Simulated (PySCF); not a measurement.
Gas-phase reaction: 3 GeCl2 + 6 ClO ⇌ 3 GeCl4 + 2 O3

Computed with PySCF and rigid-rotor harmonic-oscillator thermochemistry at 1 bar. † marks an energy on the PBE0/def2-TZVP geometry and frequencies; other levels use their own. 6-31G* has spherical d functions here. Open shells (unrestricted): ClO (multiplicity 2, electronic degeneracy 4); the rest are closed-shell singlets. Spin-orbit splitting is ignored; it lowers the true energy and changes the entropy of ClO. B3LYP is the form with VWN-RPA correlation. Ge: all electrons, no relativistic terms. The harmonic model lacks anharmonicity and excited electronic states, which grow with temperature; levels with a mode under 35 cm⁻¹ are left out. Strong static correlation: O3.

ΔH° and ΔS° at 298 K: B3LYP/6-31G* -1168 kJ, -725 J/K; PBE/def2-TZVP† -1221 kJ, -724 J/K; PBE0/def2-SVP† -1412 kJ, -724 J/K; PBE0/def2-TZVP -1232 kJ, -724 J/K; r2SCAN/def2-TZVP† -1289 kJ, -724 J/K.

**Question.** With the heat capacities included, give log10 K (1 bar) at 500, 600, 1200, 1800, 2500 K from B3LYP/6-31G*, PBE/def2-TZVP†, PBE0/def2-SVP†, PBE0/def2-TZVP, r2SCAN/def2-TZVP†.

**Answer.** 
| T (K) | B3LYP/6-31G* | PBE/def2-TZVP† | PBE0/def2-SVP† | PBE0/def2-TZVP | r2SCAN/def2-TZVP† |
|---|---|---|---|---|---|
| 500 | 84.3 | 89.9 | 109.8 | 91.0 | 97.0 |
| 600 | 64.1 | 68.7 | 85.3 | 69.6 | 74.6 |
| 1200 | 13.8 | 16.2 | 24.5 | 16.6 | 19.1 |
| 1800 | -2.6 | -1.0 | 4.5 | -0.7 | 0.9 |
| 2500 | -11.6 | -10.4 | -6.5 | -10.2 | -9.0 |
